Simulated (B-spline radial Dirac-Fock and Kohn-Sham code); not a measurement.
**Isotope-shift constants of the inner levels of Te⁶⁺**

System: the Te⁶⁺ ion in the configuration 1s2 2s2 2p6 3s2 3p6 3d10 4s2 4p6 4d10.

Method: first-order field-shift and mass-shift constants from Dirac-Fock ground and hole states with a Fermi nucleus; the mass shift has no relativistic recoil terms. Computed with a radial B-spline solver. A binding energy shifts by δE = F·δ⟨r²⟩ + (K_N + K_S)·δ(1/M); F is taken for a change of radius at fixed skin thickness and so holds the higher radial moments.

```tsv
level	F (meV/fm²)
K (1s)	-98.42
L1 (2s)	-11.60
L2 (2p1/2)	0.4080
L3 (2p3/2)	0.6553
M1 (3s)	-2.301
M2 (3p1/2)	0.1011
M3 (3p3/2)	0.1565
M4 (3d3/2)	0.1379
M5 (3d5/2)	0.1345
```

The mass shift is not given and not included below: at this Z its relativistic corrections are large. It matters little for K lines but can be comparable with the field shift of L lines.

Field shifts alone in meV from A = 130 (mass 129.9062 u, rms radius 4.7423 fm); radii from Angeli and Marinova (2013).

```
  A  mass (u)  radius (fm)    Kα1    Kα2    Kβ1   Lα1
116  115.9085       4.6847  +53.8  +53.7  +53.5  -0.3
118  117.9059       4.6956  +43.7  +43.6  +43.4  -0.2
120  119.9041       4.7038  +36.0  +35.9  +35.8  -0.2
122  121.9030       4.7095  +30.7  +30.6  +30.6  -0.2
123  122.9043       4.7117  +28.7  +28.6  +28.5  -0.2
124  123.9028       4.7183  +22.5  +22.4  +22.4  -0.1
125  124.9044       4.7204  +20.5  +20.5  +20.4  -0.1
128  127.9045       4.7346      ?      ?      ?     ?
132  131.9085         4.75   -7.2   -7.2   -7.2   0.0
136  135.9201       4.7815  -37.0  -36.9  -36.8  +0.2
```

**Question.** What are the shifts for A = 128?

**Answer.** Kα1 +7.2 meV; Kα2 +7.2 meV; Kβ1 +7.2 meV; Lα1 0.0 meV.
